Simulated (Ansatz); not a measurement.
Input file for CH₉BOSi₂ (`[SiH3]BOC[SiH3]`):

```yaml
crystal:
  periodic: [false, false, false]
  atoms:
    - {symbol: Si, position_ang: [-1.776998, -1.156561, 1.948086]}
    - {symbol: B, position_ang: [-0.491292, -0.251283, 0.673424]}
    - {symbol: O, position_ang: [-0.298545, -0.774353, -0.543542]}
    - {symbol: C, position_ang: [0.587550, -0.221617, -1.514651]}
    - {symbol: Si, position_ang: [1.511918, 1.385852, -1.100915]}
    - {symbol: H, position_ang: [-2.810766, -0.183539, 2.404795]}
    - {symbol: H, position_ang: [-1.041851, -1.612434, 3.163450]}
    - {symbol: H, position_ang: [-2.467685, -2.331484, 1.349977]}
    - {symbol: H, position_ang: [0.108956, 0.749578, 0.988277]}
    - {symbol: H, position_ang: [1.324859, -0.993124, -1.761512]}
    - {symbol: H, position_ang: [0.005843, -0.057241, -2.427993]}
    - {symbol: H, position_ang: [2.454287, 1.231275, 0.035137]}
    - {symbol: H, position_ang: [0.587708, 2.519557, -0.848478]}
    - {symbol: H, position_ang: [2.293014, 1.666175, -2.337355]}
basis:
  gaussian: {orbitals: def2-TZVPP}
correlation: {method: ccsd_t}
```

```sh
$ ansatz run in.yaml --threads 4 --pin off --events-out ev --progress --plain --max-ram 10444MiB
```

Output of Ansatz, abridged:

```
Functional definition: HF
1750 factors; integrals over basis functions are off by at most 9.3e-4 eV
mean field evaluation 1: about -19604.7272 eV, gradient 3.3e1 eV
mean field evaluation 2: about -19605.0185 eV, gradient 3.3e1 eV
mean field evaluation 4: about -19608.4584 eV, gradient 5.3e0 eV
mean field evaluation 8: about -19608.5525 eV, gradient 2.4e-1 eV
mean field -19608.55282415 eV, -720.6010251332 hartree, gradient 3.1e-6 eV, S^2 0.000000; 0 other end points of the search recorded, 0 dependent functions left out
13 core orbitals not correlated: weight in the atoms' cores, before any rotation towards them, 1.000 or more for the frozen orbitals, at most 0.000 for the correlated occupied ones
reference -19608.55282415 eV, -720.6010251332 hartree; 15, 15 occupied and 275, 275 virtual orbitals, 1750 factors
second order -20.82850527 eV of doubles, -0.00000000 eV of singles
cycle   1  -21.90066484 eV  change    -1.1e0 eV  update   1.2e-1
cycle   2  -22.55863339 eV  change   -6.6e-1 eV  update   3.6e-2
cycle   3  -22.70939296 eV  change   -1.5e-1 eV  update   2.1e-2
cycle   4  -22.69456510 eV  change    1.5e-2 eV  update   5.8e-3
cycle   5  -22.69355141 eV  change    1.0e-3 eV  update   2.7e-3
cycle   6  -22.69388574 eV  change   -3.3e-4 eV  update   8.1e-4
cycle   7  -22.69350446 eV  change    3.8e-4 eV  update   3.0e-4
cycle   8  -22.69354779 eV  change   -4.3e-5 eV  update   1.1e-4
cycle   9  -22.69361562 eV  change   -6.8e-5 eV  update   3.5e-5
cycle  10  -22.69360434 eV  change    1.1e-5 eV  update   1.4e-5
perturbative correction -0.84147161 eV, -0.0309235111 hartree
Total energy: -19632.08790010 eV, -721.4659232216 hartree
```

Run time 18 min (4 threads of an Arm Neoverse V1 on a shared host); peak host memory 3.8 GiB.

MP2 recovers 88.5 % of the CCSD(T) correlation energy and the triples give 3.6 %; T1 = 0.0145.
